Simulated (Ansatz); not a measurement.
A search over several starts for the lowest SCF solution of B₅⁻ at the given spin, in a small basis.

```yaml
crystal:
  periodic: [false, false, false]
  atoms:
    - {symbol: B, position_ang: [-1.496913, -0.694550, -0.124495]}
    - {symbol: B, position_ang: [1.630420, -0.282437, 0.027995]}
    - {symbol: B, position_ang: [0.663921, 0.974962, 0.121220]}
    - {symbol: B, position_ang: [0.104370, -0.766880, -0.068404]}
    - {symbol: B, position_ang: [-0.901797, 0.768895, 0.043685]}
basis:
  gaussian: {orbitals: def2-SVP}
total_charge: -1
hamiltonian: {xc: pbe0, dispersion: d4}
output: {orbitals: {seedname: orbitals}}
```

```sh
$ ansatz run in.yaml --threads 4 --pin off --events-out ev --progress --plain --max-ram 3916MiB
```

Output, abridged:

```
Functional definition: PBE0
770 factors; their error is unknown
mean field evaluation 1: about -3366.3705 eV, gradient 1.9e1 eV
mean field evaluation 2: about -3365.7822 eV, gradient 2.3e1 eV
mean field evaluation 4: about -3367.7744 eV, gradient 1.5e0 eV
mean field evaluation 8: about -3367.7828 eV, gradient 1.9e-1 eV
mean field evaluation 16: about -3367.7702 eV, gradient 6.1e-5 eV
mean field -3367.77022314 eV, -123.7632729436 hartree, gradient 6.1e-5 eV, S^2 0.000000; 0 other end points of the search recorded, 0 dependent functions left out
reference -3367.77024546 eV, -123.7632737639 hartree; 13, 13 occupied and 57, 57 virtual orbitals, 770 factors
Total energy: -3367.90076009 eV, -123.7680700881 hartree
```

Run time 0.7 s (4 threads of Arm Neoverse N1 on a shared host).

The restricted singlet is unstable towards broken spin symmetry in Hartree–Fock (as tested in another run); at PBE0-D4/def2-SVP this wasn't settled. At PBE0-D4/def2-TZVPD a triplet of charge -1 lies 0.07 eV below the restricted singlet at the same geometry. The structure comes from a short search, and lower isomers may exist.
